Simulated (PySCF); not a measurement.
# Electronic absorption of meta-cyanophenol

Meta-cyanophenol, C₇H₅NO.
Geometry (PBE0-D3(BJ)/def2-SVP, Å), atoms numbered from 1 in this order:
```
atom  x, y, z in Å
N1     3.5808   -1.8352   -0.3973
C2     2.5905   -1.2468   -0.2669
C3     1.3647   -0.5224   -0.1078
C4     1.3906    0.8490    0.1739
C5     0.1831    1.5283    0.3208
C6    -1.0306    0.8640    0.1913
C7    -1.0549   -0.5082   -0.0900
O8    -2.2565   -1.1019   -0.2051
C9     0.1458   -1.2028   -0.2399
H10    2.3453    1.3662    0.2736
H11    0.1883    2.5982    0.5399
H12   -1.9812    1.3883    0.3038
H13   -2.1408   -2.0386   -0.3979
H14    0.1450   -2.2734   -0.4596
```

Computed, not measured: TDDFT PBE0/def2-SVPD, vertical, gas phase, core orbitals frozen in the response (PySCF).

```tsv
state	E (eV)	E (hartree)	f	symmetry	main configurations (H = HOMO, L = LUMO)
S1	4.73	0.1739	0.063	A′	H→L (81%), H-1→L+1 (10%)
S2	5.54	0.2037	0.092	A′	H-1→L (56%), H→L+1 (33%), H→L (9%)
S3	6.24	0.2292	0.0000	–	H→L+2 (97%)
S4	6.31	0.2320	0.562	A′	H→L+1 (56%), H-1→L (34%)
S5	6.40	0.2353	0.0000	–	H-2→L (93%)
S6	6.66	0.2447	0.316	A′	H-1→L+1 (84%)
```

The lowest singlet lies at 4.73 eV (262 nm, ultraviolet) and is of moderate strength; its leading configuration is HOMO→LUMO (81%). The strongest level in the table is S4 at 6.31 eV (196 nm, f = 0.562). Löwdin shares by element: HOMO carbon 48% or more, oxygen 19% (atoms not listed hold the other 33%); LUMO carbon 48% or more, nitrogen 12% (atoms not listed hold the other 40%). The listed states span 1.93 eV, and the widest gap between neighbours is 0.81 eV (S1 to S2). Weighted by f, the mean energy of these states is 6.25 eV. Of the 6 states listed, 4 reach f = 0.01 and 2 stay under 0.0005. Symmetry labels in Cs follow from the direction of the transition dipole and are given only for states with f of 0.002 or more. Only the lowest 6 singlets were computed, as vertical energies without vibronic structure.

The run took 29 s on an x86-64 server with one thread, shared host.

One conformer stands for the species.
